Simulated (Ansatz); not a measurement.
Process, species as SMILES: [S]=[Ge] (S-Ge) (closed-shell singlet) → Ge atom + S atom
B3LYP-D3(BJ)/def2-TZVP geometries, fixed; electronic energies without zero-point terms.
Largest species:
```
Ge
S 1 2.0285
```

The atomisation energy at MP2 with Ansatz (a quantum-chemistry and plane-wave program), in kcal/mol, split into its Hartree-Fock and correlation parts. Cores are frozen (with 3d on Ga to Br). Open shells are unrestricted. No added dispersion term, no relativity. Functions are those of the species that has most.

```json
[
 {"basis": "cc-pV(D+d)Z", "X": "2", "functions": "50", "Hartree-Fock": "72.38", "MP2": "120.88"},
 {"basis": "cc-pV(T+d)Z", "X": "3", "functions": "82", "Hartree-Fock": "74.55", "MP2": "130.37"},
 {"basis": "cc-pV(Q+d)Z", "X": "4", "functions": "132", "Hartree-Fock": "74.81", "MP2": "134.67"},
 {"basis": "cc-pV(5+d)Z", "X": "5", "functions": "204", "Hartree-Fock": "74.83", "MP2": "136.48"}
]
```

Worked estimate of the basis-set limit from each neighbouring pair, with Hartree-Fock from the larger set and the correlation part extrapolated as X^-3.
Correlation parts: X = 2: 48.50, X = 3: 55.82, X = 4: 59.86, X = 5: 61.65.
- (2,3): (27·(55.82) - 8·(48.50))/19 = 58.90; with Hartree-Fock 74.55 the estimate is 133.45 kcal/mol.
- (3,4): (64·(59.86) - 27·(55.82))/37 = 62.81; with Hartree-Fock 74.81 the estimate is 137.62 kcal/mol.
- (4,5): (125·(61.65) - 64·(59.86))/61 = 63.53; with Hartree-Fock 74.83 the estimate is 138.36 kcal/mol.
The last two estimates differ by 0.74 kcal/mol; the largest set lies 1.88 from the last. Over the last step Hartree-Fock moves by 0.02 and the correlation part by 1.79.
